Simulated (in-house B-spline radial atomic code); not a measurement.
## RPA and G0W0 on LDA VWN5: Ce VIII (Ce7+)

Configuration [Kr] 4d10 5s2 5p3, highest spin, mean-field start LDA VWN5. Computed with an all-electron radial atomic-structure program (B-spline basis): all electrons, scalar-relativistic (spin-free one-electron X2C), finite nucleus, each spin shell either full or empty, empty states to l = 9 with an (l + 1/2)⁻⁴ tail; G0W0 by contour deformation at full frequency.

Spin-orbit coupling, left out, splits p levels strongly here.

Command:
```bash
python run_gw.py task.json out
```
Settings (radii: box in bohr, nucleus in fm):
```
Z                        58
electrons                51
configuration            [Kr] 4d10 5s2 5p3
hamiltonian              x2c
method                   lda,vwn
lmax                     9
rms_radius               4.8771
spin_polarised           True
box_radius               8.41
intervals                66
```

Time taken, with all properties: 9.4 s on 1 thread of Arm Neoverse N1, with other jobs on the host.

Energies (hartree):

| term | value |
| --- | --- |
| mean-field total | -8840.80934 |
| Hartree-Fock functional on these orbitals | -8845.17215 |
| direct second order | -4.7877 |
| second-order exchange | 1.3089 |
| SOSEX correction | 1.2238 |

Question: What is the RPA correlation energy, and what remains with SOSEX?

Answer: RPA gives -4.2209 hartree (-2.25 eV per electron); RPA + SOSEX gives -2.9971, and the second-order doubles -3.4788 hartree (no singles). SOSEX takes back 29 % of the RPA value.

Quasi-particle levels (eV):

```csv
level,occupied,mean field,Σx - vxc,Σc,QP weight,G0W0
5p up,yes,-102.81,-6.64,?,?,?
5s down,yes,-120.29,-3.11,-3.45,0.961,-126.85
4d down,yes,-202.58,-15.29,1.77,0.926,-216.10
5p down,no,-99.63,9.69,-3.90,0.735,-93.84
```

G0W0 = mean field + (Σx - vxc) + Σc, with Σc (partial-wave tail included) taken at the quasi-particle energy. Only the outer levels were computed. Levels of low weight are left out.

Question: Where does G0W0 put 5p up?

Answer: At -109.46 eV, with Σc = -0.01 eV and a quasi-particle weight of 0.611. The tabulated removal energy is 106 ± 2.1 eV (NIST, tabulated theory); the calculation leaves out spin-orbit coupling, Breit and QED terms, and what these don't explain is the method's own error.
